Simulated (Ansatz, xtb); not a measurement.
# Two isomers of C2H8OSi2

We compare a, `[SiH3][C@@H]1O[C@H]1[SiH3]`, a singlet, with b, `[SiH3]C1([SiH3])CO1`, a singlet. Both are isolated molecules in the gas phase, relaxed with B3LYP/def2-SVP.

Energies in hartree; the thermal terms are from GFN2-xTB frequencies at re-optimised GFN2-xTB minima (ideal gas, soft modes damped towards free rotors, one conformer each, 298.15 K, 1 atm) and include the zero-point energy:

|  | a | b |
| --- | --- | --- |
| E, CCSD(T)/def2-SVP | −733.496983 | −733.498960 |
| E, MP2/def2-SVP | −733.411246 | −733.413541 |
| E, MP2/def2-TZVPP | −733.958901 | −733.961089 |
| zero-point energy | 0.084091 | 0.084160 |
| H(298 K) − E | 0.093276 | 0.093350 |
| G(298 K) − E | 0.052166 | 0.051830 |

Q: Correct the CCSD(T) difference for the basis set by the MP2 change, then work out ΔE, ΔE₀, ΔH and ΔG for a → b in kcal/mol (1 Eh = 627.51 kcal/mol) and the equilibrium ratio [b]/[a].

A: 1. Differences b − a: CCSD(T) −0.001977, MP2 in the small set −0.002295, MP2 in the large set −0.002188 Eh.
2. ΔE = −0.001977 + (−0.002188 − (−0.002295)) = −0.001870 Eh = −1.17 kcal/mol.
3. ΔE₀ = ΔE + ΔZPE = −0.001870 + (+0.000069) Eh = −1.13 kcal/mol.
4. ΔH = ΔE + (+0.000074) Eh = −1.13 kcal/mol.
5. ΔG = ΔE + (−0.000336) Eh = −1.38 kcal/mol, so ΔS = (ΔH − ΔG)/T = +3.6 J/(mol K).
6. kT = 0.9442 mEh, so K = [b]/[a] = exp(−ΔG/kT) = exp(+2.34) ≈ 10.

Structure b is favoured at this temperature. An error of 1 kcal/mol in ΔG would change K by a factor of 5.4. GFN2-xTB, HF/STO-3G gave ΔE the other sign. Mirror images and further conformers aren't counted.

As drawn, both hold the same kinds of bond in the same numbers.

Other levels gave ΔE = +0.6 (GFN2-xTB); +3.1 (HF/STO-3G, GFN2-xTB geometries); −0.9 (r2SCAN-D4/def2-SVP, GFN2-xTB geometries); 0.0 (B3LYP/def2-SVP); −0.3 (HF/def2-SVP); −1.4 (MP2/def2-SVP); −1.2 (CCSD(T)/def2-SVP) kcal/mol. The correlated steps freeze 13 core orbitals. Programs: Ansatz 0.2.0, xtb 6.7.1.
